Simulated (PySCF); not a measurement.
H₃Sn, SMILES [SnH3-], charge -1.

Geometry optimised at PBE-D3(BJ)/def2-TZVPD. The def2 effective core potentials stand for the cores of Sn; spin–orbit coupling is left out.

All values below come from PBE-D3(BJ)/def2-TZVPD (PySCF 2.14.0).

Frequencies are harmonic and unscaled.

Modes within 1.5 cm⁻¹ of each other (mostly degenerate sets) share a row, with their intensities summed.

| mode | ν (cm⁻¹) | IR (km/mol) | moving atoms (share of kinetic energy) |
|---|---|---|---|
| 1 | 696 | 179.7 | H 98 % |
| 2–3 | 709 | 93.4 | H 100 % |
| 4 | 1498 | 670.5 | H 99 % |
| 5–6 | 1503 | 1449.9 | H 99 % |
